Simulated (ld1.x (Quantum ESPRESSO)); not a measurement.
**An all-electron radial function and its pseudo partner (O (Z = 8))**

Columns: radius, all-electron u(r) and pseudo u(r) of the 2p shell (level -9.03 eV) of oxygen in the configuration [He] 2s2 2p4; PBE, scalar-relativistic, ultrasoft scheme, ld1.x (Quantum ESPRESSO) 7.5.

```csv
r (bohr),all-electron,pseudo
0.055,0.0370,0.0130
0.110,0.1205,0.0512
0.165,0.2229,0.1116
0.220,0.3287,0.1899
0.275,0.4290,0.2806
0.330,0.5194,0.3775
0.385,0.5980,0.4746
0.440,0.6645,0.5661
0.495,0.7193,0.6477
0.550,0.7629,0.7160
0.605,0.7962,0.7694
0.660,0.8200,0.8077
0.715,0.8355,0.8319
0.770,0.8439,0.8443
0.825,0.8460,0.8474
0.880,0.8430,0.8438
0.935,0.8357,0.8359
0.990,0.8248,0.8248
1.045,0.8110,0.8110
1.100,0.7950,0.7950
1.155,0.7771,0.7771
1.210,0.7578,0.7578
1.265,0.7376,0.7376
1.320,0.7166,0.7166
1.375,0.6951,0.6951
1.430,0.6734,0.6734
```

Question: How many radial nodes do the two functions have?

Answer: The all-electron 2p function has n − l − 1 = 0; the pseudo-wave has 0.

Question: At about which radius was the pseudo-wave matched?

Answer: 1.00 bohr. The columns agree to 0.0005 from 0.94 bohr on; several derivatives are matched, so the curves merge somewhat inside the radius.

Question: Where does each function peak?

Answer: Outermost all-electron maximum near 0.82 bohr, pseudo maximum near 0.82 bohr (to the table’s step).

Question: Is the pseudo-wave norm-conserving?

Answer: No, it belongs to an ultrasoft set: the norm inside the radius is not constrained, and the difference is carried by the augmentation charge.
